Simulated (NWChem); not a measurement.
Molecule: BaCl2; SMILES [Cl][Ba][Cl]

Results from NWChem. Coordinates come from a PBE-D3(BJ)/def2-SVP optimisation. def2 effective core potentials on Ba; no spin-orbit coupling. Vertical excitations in the gas phase; the lowest state need not have the same character in each row.

For level PBE/def2-SVP, full TDDFT:

- lowest excitation, singlet (eV) = 3.51
- lowest state with f > 0.02, singlet (eV) = 3.70
- lowest triplet (eV) = 3.49
- orbital gap (eV) = 3.51

**Question.** What are these values for level B3LYP/def2-SVP, full TDDFT?

**Answer.** The lowest excitation, singlet (eV) is 3.97 and the lowest state with f > 0.02, singlet (eV) is 4.15. The lowest triplet (eV) is 3.95 and the orbital gap (eV) is 4.77.
